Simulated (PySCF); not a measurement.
p-cresol, SMILES Cc1ccc(O)cc1 (C₇H₈O), GFN2-xTB optimised geometry.

```
16

C      1.47    -2.06    -0.02
C      0.71    -0.76     0.00
C     -0.68    -0.75     0.00
C     -1.38     0.44     0.00
C     -0.70     1.65     0.00
O     -1.35     2.85     0.00
C      0.69     1.65     0.00
C      1.38     0.45     0.00
H      2.43    -1.95     0.48
H      0.90    -2.85     0.47
H      1.66    -2.37    -1.05
H     -1.22    -1.69     0.01
H     -2.46     0.43     0.00
H     -2.30     2.70     0.00
H      1.21     2.59     0.00
H      2.46     0.47     0.00
```

Density from B3LYP/def2-TZVP in PySCF at that geometry.

Minimum of the electron density along straight lines between bonded atoms, close to the bond critical point (lines longer than 1.1 times the sum of covalent radii, or with two minima, are not listed):

```json
[
 {"bond": "C1–C2", "length / Å": "1.499", "ρ at the minimum / e bohr⁻³": "[?]", "∇²ρ there / e bohr⁻⁵": "-0.69", "position (fraction from the first atom)": "0.49"},
 {"bond": "C2–C3", "length / Å": "1.388", "ρ at the minimum / e bohr⁻³": "0.323", "∇²ρ there / e bohr⁻⁵": "-0.96", "position (fraction from the first atom)": "0.50"},
 {"bond": "C3–C4", "length / Å": "1.383", "ρ at the minimum / e bohr⁻³": "0.323", "∇²ρ there / e bohr⁻⁵": "-0.97", "position (fraction from the first atom)": "0.50"},
 {"bond": "C4–C5", "length / Å": "1.389", "ρ at the minimum / e bohr⁻³": "0.324", "∇²ρ there / e bohr⁻⁵": "-0.97", "position (fraction from the first atom)": "0.48"},
 {"bond": "C5–O6", "length / Å": "1.363", "ρ at the minimum / e bohr⁻³": "0.292", "∇²ρ there / e bohr⁻⁵": "[?]", "position (fraction from the first atom)": "0.35"},
 {"bond": "C5–C7", "length / Å": "1.391", "ρ at the minimum / e bohr⁻³": "0.324", "∇²ρ there / e bohr⁻⁵": "-0.98", "position (fraction from the first atom)": "0.52"},
 {"bond": "C2–C8", "length / Å": "1.390", "ρ at the minimum / e bohr⁻³": "0.321", "∇²ρ there / e bohr⁻⁵": "-0.95", "position (fraction from the first atom)": "0.50"},
 {"bond": "C7–C8", "length / Å": "1.380", "ρ at the minimum / e bohr⁻³": "0.325", "∇²ρ there / e bohr⁻⁵": "-0.98", "position (fraction from the first atom)": "0.50"},
 {"bond": "C1–H9", "length / Å": "1.088", "ρ at the minimum / e bohr⁻³": "0.281", "∇²ρ there / e bohr⁻⁵": "-0.97", "position (fraction from the first atom)": "0.64"},
 {"bond": "C1–H10", "length / Å": "1.088", "ρ at the minimum / e bohr⁻³": "0.281", "∇²ρ there / e bohr⁻⁵": "-0.97", "position (fraction from the first atom)": "0.64"},
 {"bond": "C1–H11", "length / Å": "1.091", "ρ at the minimum / e bohr⁻³": "0.278", "∇²ρ there / e bohr⁻⁵": "-0.95", "position (fraction from the first atom)": "0.64"},
 {"bond": "C3–H12", "length / Å": "1.081", "ρ at the minimum / e bohr⁻³": "0.288", "∇²ρ there / e bohr⁻⁵": "-1.03", "position (fraction from the first atom)": "0.64"},
 {"bond": "C4–H13", "length / Å": "1.083", "ρ at the minimum / e bohr⁻³": "0.284", "∇²ρ there / e bohr⁻⁵": "-1.00", "position (fraction from the first atom)": "0.64"},
 {"bond": "O6–H14", "length / Å": "0.965", "ρ at the minimum / e bohr⁻³": "[?]", "∇²ρ there / e bohr⁻⁵": "-2.43", "position (fraction from the first atom)": "0.80"},
 {"bond": "C7–H15", "length / Å": "1.078", "ρ at the minimum / e bohr⁻³": "0.289", "∇²ρ there / e bohr⁻⁵": "-1.04", "position (fraction from the first atom)": "0.65"},
 {"bond": "C8–H16", "length / Å": "1.080", "ρ at the minimum / e bohr⁻³": "0.289", "∇²ρ there / e bohr⁻⁵": "-1.03", "position (fraction from the first atom)": "0.64"}
]
```

**Question.** Complete the blanks.

**Answer.** 
- C1–C2, ρ at the minimum / e bohr⁻³: 0.261
- C5–O6, ∇²ρ there / e bohr⁻⁵: -0.62
- O6–H14, ρ at the minimum / e bohr⁻³: 0.360
